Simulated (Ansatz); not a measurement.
Consider the cleavage of the Si–Ge bond: `C[Si](F)(Cl)[GeH3]` + H₂Se → `C[Si](F)(Cl)[SeH]` + GeH₄.

Program: Ansatz. Geometries: PBE0-D4/def2-TZVP. ΔE: electronic, gas phase. CBS: MP2 limit from def2 TZ/QZ plus the TZ coupled-cluster correction, frozen cores. Functionals use def2-TZVPP. For Ge, Se outer-core shells are correlated without core-valence functions, which leaves a few kJ/mol of doubt a bond. Scalar relativity is left out up to krypton. Each species was taken in one conformer, which may not be the lowest.

`C[Si](F)(Cl)[GeH3]`:

Z-matrix (Å, degrees):
```
C
Si 1 1.850
H 1 1.092 2 110.5
H 1 1.093 2 110.4 3 -120.1
H 1 1.093 2 110.2 3 119.9
F 2 1.600 1 108.4 3 -178.1
Cl 2 2.056 1 109.0 3 -62.3
Ge 2 2.379 1 115.7 3 59.9
H 8 1.538 2 110.5 1 59.7
H 8 1.537 2 109.4 1 -59.7
H 8 1.535 2 110.3 1 -179.7
```

H₂Se:

Cartesian coordinates in Å:
```
Se -0.578 0.163 0.327
H 0.247 0.823 -0.690
H 0.332 -0.987 0.363
```

`C[Si](F)(Cl)[SeH]`:

```xyz
9

C     0.153    1.175    0.224
Si    0.268   -0.666    0.220
F     1.620   -1.072   -0.518
Cl    0.366   -1.399    2.124
Se   -1.486   -1.723   -0.735
H     1.038    1.602    0.701
H     0.091    1.554   -0.799
H    -0.735    1.497    0.770
H    -1.315   -0.967   -1.985
```

GeH₄:

```xyz
5

Ge    0.000    0.000    0.000
H    -0.385    1.359   -0.598
H     0.011    0.099    1.531
H     1.395   -0.400   -0.496
H    -1.021   -1.059   -0.437
```

```csv
level,ΔE (kcal/mol)
CAM-B3LYP-D4,-12.8
HF/def2-TZVPP,-14.3
SCS-MP2/def2-TZVPP,-14.2
CCSD/def2-TZVPP,-12.8
```

Q: What does CCSD(T)/CBS give? (Best estimate.)

A: Ansatz gave: -13.4 kcal/mol. The listed levels differ from it by 0.6, -0.9, -0.8, 0.6 kcal/mol.

Largest T1 diagnostic among the species: 0.012.

Leaving LDA and LC-ωPBE aside and taking each functional with its dispersion term where it has one, the values, not all of them listed here, spread over 2.2 kcal/mol, from B97M-V to PBE-D4. From PBE to PBE0 (25 % exact exchange), in def2-TZVPP and without D4, ΔE moves by −0.9 kcal/mol. At CCSD(T), def2-SVP lies +1.0 kcal/mol from the extrapolated value and def2-TZVPP +0.6 kcal/mol.

CCSD(T)/CBS has its own doubt, a few kJ/mol and more with outer-core shells, so smaller differences from it don't rank the levels.
